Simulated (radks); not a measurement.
Valence configurations of neutral thallium. Method: scalar-relativistic Kohn-Sham, PBE, spin-polarised, spherical densities, point nucleus; open shells are filled with parallel spins first (spin-orbit coupling, left out, can overturn this in heavy ions); computed with a radial shooting solver on a logarithmic mesh with Libxc functionals. Energies are relative to [Hg] 6p1; eigenvalues in eV for spin up.

valence                    E (eV)  moment (Bohr magnetons)    e(4f)    e(5d)   e(6p)    e(6s)
[Hg] 6p1                    0.000                        1  -113.98  -15.480  -2.614   -9.741
[Xe] 4f14 5d10 6s1 6p2      6.276                        3  -115.65  -17.234  -3.685  -11.322
[Xe] 4f14 5d9.5 6s2 6p1.5   6.695                        2  -116.81  -17.788  -3.300  -10.974
[Xe] 4f14 5d9 6s2 6p2      13.994                        3  -119.63  -20.042  -3.943  -12.131
[Xe] 4f14 5d10 6p3         14.046                        3  -117.42  -18.817  -4.424        -
[Xe] 4f14 5d9 6s1 6p3      20.464                        5  -121.08  -21.545  -4.846  -13.461
[Xe] 4f14 5d9 6p4          31.069                        3  -123.11  -23.258  -5.323        -
[Xe] 4f13 5d10 6s2 6p2     119.53                        3  -133.00  -21.306  -3.937  -12.184
[Xe] 4f13 5d9 6p5          158.26                        3  -142.36  -29.044  -6.094        -
[Xe] 4f12 5d10 6s2 6p3     255.76                        5  -152.70  -27.297  -5.164  -14.485

NIST lists [Hg] 6p1 as the ground configuration; this level of theory agrees among the configurations tried. The energies are those of spherical high-spin densities, not of single terms.
